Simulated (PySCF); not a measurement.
## Substituent effects on chemical shifts

Parent skeleton `[SiH3:1][CH:2]1[CH2:3][SiH2:4]1`; one hydrogen on atom 2 is replaced by X. Hydrogens on one atom are averaged.

PySCF 2.14.0 with density-fitted response routines calculation with shieldings: GIAO PBE0/pcSseg-1 and geometry: GFN2-xTB; isolated molecule, no relativistic terms, one conformer, one averaged value for each set of equivalent atoms.

Shifts are taken against calculated references (same method and geometry level): 29Si (σ = 349.16 ppm) and 13C (σ = 186.93 ppm) and 1H (σ = 31.72 ppm) against TMS.

(1) Give δ (ppm) for X = NHCHO, OSiH3, Cl, 2-pyridyl, CH2F, OCHF2, vinyl.

(2) Which position responds most, and to which substituents?

Answers

(1) 
```tsv
X	SMILES	Si1	C2	C3	Si4	H(Si1)	H(C3)	H(Si4)
NHCHO	O=CN[C@]1([SiH3])C[SiH2]1	-80.4	19.9	8.8	-139.3	4.54	0.86	2.72
OSiH3	[SiH3]O[C@]1([SiH3])C[SiH2]1	-62.8	52.5	8.1	-150.1	4.08	1.15	2.75
Cl	[SiH3][C@]1(Cl)C[SiH2]1	-57.4	28.2	14.0	-133.6	4.19	1.21	2.91
2-pyridyl	[SiH3][C@@]1(c2ccccn2)C[SiH2]1	-73.9	17.9	8.8	-124.4	4.35	1.50	2.88
CH2F	FC[C@@]1([SiH3])C[SiH2]1	-62.0	6.1	1.6	-137.8	4.05	0.48	2.73
OCHF2	FC(F)O[C@]1([SiH3])C[SiH2]1	-65.3	56.9	9.1	-136.1	4.15	1.01	2.96
vinyl	C=C[C@]1([SiH3])C[SiH2]1	-60.2	10.4	3.7	-116.4	4.06	1.19	2.73
```

(2) C2: from 6.1 ppm with CH2F to 56.9 ppm with OCHF2.
